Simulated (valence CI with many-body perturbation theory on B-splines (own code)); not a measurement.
# Sc16+: calculated level list

Method: relativistic CI+MBPT: three valence electrons over a frozen Dirac-Fock core [He], radial functions for each j: 11 s, 11 p, 9 d, 7 f, 5 g, 2 h, 1 i, with the one-electron correlation potential Σ1 (screened to all orders), the two-electron term Σ2, the three-electron term Σ3, Breit, model QED; selected single and double excitations, second order for the rest (own B-spline code, finite nucleus).

No measured spectrum was set against this ion. As an estimate, levels of excited configurations hold to 0.05 to 0.15 % of their energy, terms of the ground configuration to about 0.5 %.

Levels 1 to 45 of 84, with energies above the lowest level, 2s2 2p 2P°_1/2. "Leading %" is the weight of the configuration and term that name the level; weights of strongly mixed levels are sums over their largest components and can fall short. In the jj column 3d3/2^4 stands for four electrons in 3d with j = 3/2.

```tsv
No.	Configuration	Term	J	E (eV)	Leading %	Leading jj	Second component
1	2s2 2p	2P°	1/2	0.00	97	2s^2 2p1/2 (97 %)	
2	2s2 2p	2P°	3/2	5.66	97	2s^2 2p3/2 (97 %)	
3	2s 2p2	4P	1/2	35.73	99	2s 2p1/2^2 (54 %)	
4	2s 2p2	4P	3/2	38.03	100	2s 2p1/2 2p3/2 (92 %)	
5	2s 2p2	4P	5/2	40.82	99	2s 2p3/2^2 (55 %)	
6	2s 2p2	2D	3/2	64.07	98	2s 2p1/2 2p3/2 (75 %)	
7	2s 2p2	2D	5/2	64.56	98	2s 2p1/2 2p3/2 (55 %)	
8	2s 2p2	2S	1/2	78.45	59	2s 2p1/2^2 (46 %)	40 % 2s 2p2 2P
9	2s 2p2	2P	1/2	84.63	60	2s 2p3/2^2 (63 %)	40 % 2s 2p2 2S
10	2s 2p2	2P	3/2	86.20	98	2s 2p3/2^2 (67 %)	
11	2p3	4S°	3/2	111.21	98	2p1/2 2p3/2^2 (51 %)	
12	2p3	2D°	3/2	125.00	93	2p1/2 2p3/2^2 (48 %)	6 % 2p3 2P°
13	2p3	2D°	5/2	125.89	100	2p1/2 2p3/2^2 (100 %)	
14	2p3	2P°	1/2	140.03	97	2p1/2 2p3/2^2 (97 %)	
15	2p3	2P°	3/2	141.70	89	2p3/2^3 (74 %)	7 % 2p3 2D°
16	2s2 3s	2S	1/2	612.66	94	2s^2 3s (94 %)	4 % 2p2 3s 2S
17	2s2 3p	2P°	1/2	629.71	91	2s^2 3p1/2 (91 %)	4 % 2p2 3p 2P°
18	2s2 3p	2P°	3/2	631.28	91	2s^2 3p3/2 (91 %)	4 % 2p2 3p 2P°
19	2s2 3d	2D	3/2	647.05	94	2s^2 3d3/2 (94 %)	4 % 2p2 3d 2D
20	2s 2p 3s	4P°	1/2	647.24	98	2s 2p1/2 3s (92 %)	
21	2s2 3d	2D	5/2	647.51	94	2s^2 3d5/2 (94 %)	4 % 2p2 3d 2D
22	2s 2p 3s	4P°	3/2	648.89	96	2s 2p1/2 3s (67 %)	
23	2s 2p 3s	4P°	5/2	652.58	98	2s 2p3/2 3s (98 %)	
24	2s 2p 3s	2P°	1/2	656.05	95	2s 2p1/2 3s (76 %)	
25	2s 2p 3s	2P°	3/2	660.01	93	2s 2p3/2 3s (89 %)	
26	2s 2p 3p	4D	1/2	662.36	73	2s 2p1/2 3p1/2 (95 %)	24 % 2s 2p 3p 2P
27	2s 2p 3p	4D	3/2	663.81	76	2s 2p1/2 3p1/2 (65 %)	19 % 2s 2p 3p 2P
28	2s 2p 3p	2P	1/2	666.00	68	2s 2p1/2 3p3/2 (52 %)	26 % 2s 2p 3p 4D
29	2s 2p 3p	2P	3/2	666.19	53	2s 2p1/2 3p3/2 (62 %)	19 % 2s 2p 3p 4D
30	2s 2p 3p	4D	5/2	666.38	96	2s 2p1/2 3p3/2 (54 %)	
31	2s 2p 3p	4D	7/2	669.68	99	2s 2p3/2 3p3/2 (99 %)	
32	2s 2p 3p	4S	3/2	669.93	59	2s 2p3/2 3p3/2 (50 %)	17 % 2s 2p 3p 4P
33	2s 2p 3p	4P	1/2	670.34	96	2s 2p1/2 3p1/2 (59 %)	
34	2s 2p 3p	4P	3/2	672.74	60	2s 2p3/2 3p1/2 (77 %)	22 % 2s 2p 3p 2D
35	2s 2p 3p	2D	3/2	673.50	65	2s 2p3/2 3p3/2 (53 %)	16 % 2s 2p 3p 4P
36	2s 2p 3p	4P	5/2	673.77	84	2s 2p3/2 3p1/2 (51 %)	12 % 2s 2p 3p 2D
37	2s 2p 3p	2D	5/2	676.82	86	2s 2p3/2 3p3/2 (75 %)	12 % 2s 2p 3p 4P
38	2s 2p 3d	4F°	3/2	677.63	94	2s 2p1/2 3d3/2 (89 %)	
39	2s 2p 3d	4F°	5/2	678.64	92	2s 2p1/2 3d3/2 (44 %)	6 % 2s 2p 3d 4D°
40	2s 2p 3d	4F°	7/2	680.24	90	2s 2p1/2 3d5/2 (56 %)	9 % 2s 2p 3d 4D°
41	2s 2p 3p	2S	1/2	680.62	94	2s 2p3/2 3p3/2 (71 %)	
42	2s 2p 3d	4P°	5/2	682.68	40	2s 2p1/2 3d5/2 (77 %)	32 % 2s 2p 3d 4D°
43	2s 2p 3s	2P°	1/2	682.85	87	2s 2p3/2 3s (64 %)	7 % 2s 2p 3d 4D°
44	2s 2p 3s	2P°	3/2	682.97	62	2s 2p3/2 3s (46 %)	18 % 2s 2p 3d 4D°
45	2s 2p 3d	4F°	9/2	683.06	100	2s 2p3/2 3d5/2 (100 %)
```

Names give the largest LS component (configuration and term), which can be under half, so a name can repeat, a term be missing and a line seem to break the LS rules; names also repeat where a configuration has a term twice.

The ionisation energy to 2s2 1S_0 of the next ion comes out as 1093.6 eV (NIST: 1093.5 ± 0.4 eV (semi-empirical)). All 84 levels together are meant to be complete up to 729.20 eV.
